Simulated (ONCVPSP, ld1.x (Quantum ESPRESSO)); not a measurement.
**Potentials for As (Z = 33) compared**

Generated with ld1.x 7.5 (TM, RRKJ, ultrasoft, PAW), atompaw 4.2 or ONCVPSP 4.0.1. The cutoff is in Ry: for ld1.x and atompaw files where the sum of valence levels is converged to 10 mRy in a Bessel basis, for ONCV files where the hardest occupied wave has 1 mHa per electron of residual kinetic energy. The error is the largest all-electron minus pseudo excitation energy over each file’s own four to seven test configurations (ionisations up to +4, promotions, holes and added fractions of an electron), all of which were solved. The labels leave out finer settings (local radius, basis sizes, second energies), which also bear on the numbers. Spin-polarised tests are not counted. The rows are a selection from randomly drawn settings: files with unsolved tests, undetermined cutoffs or missed reference levels are left out.

A true bound ghost makes a file unfit for plane-wave use even where its test errors are small: the radial tests pick states by their node count and pass the ghost by.

```tsv
potential	cutoff (Ry)	largest error (meV)	bound ghosts
ONCV, PBEsol, scalar-relativistic, rc 1.75/2.10/2.30 (spd), local smoothed, core correction yes, reference 4s2 4p2.5, qcut 4.4/3.2/4.5, projectors 2/1/2	19	-99	none
TM, LDA (PZ), scalar-relativistic, rc 1.35/1.65 (sp), local smoothed, core correction yes, reference 4s1.75 4p3.25	35	-144	none
TM, PBE, scalar-relativistic, rc 1.65/1.75 (sp), local s, core correction no, reference 4s2 4p3	35	+114	none
```

Task: Fill in the row for As: ONCV, BLYP, scalar-relativistic, rc 1.60/1.50/1.10 (spd), local smoothed, core correction no, reference 3d10 4s2 4p3, qcut 4.3/6/11.5, projectors 1/3/2.

Result: cutoff 184 Ry, largest error -212 meV, bound ghosts: s, p.

Task: Fill in the row for As: ONCV, PBE, scalar-relativistic, rc 1.35/1.80/0.75/1.60 (spdf), local smoothed, core correction yes, reference 3d10 4s2 4p1, qcut 3.9/3.8/18.5/6.4, projectors 3/2/2/2.

Result: cutoff 303 Ry, largest error -691 meV, bound ghosts: s.
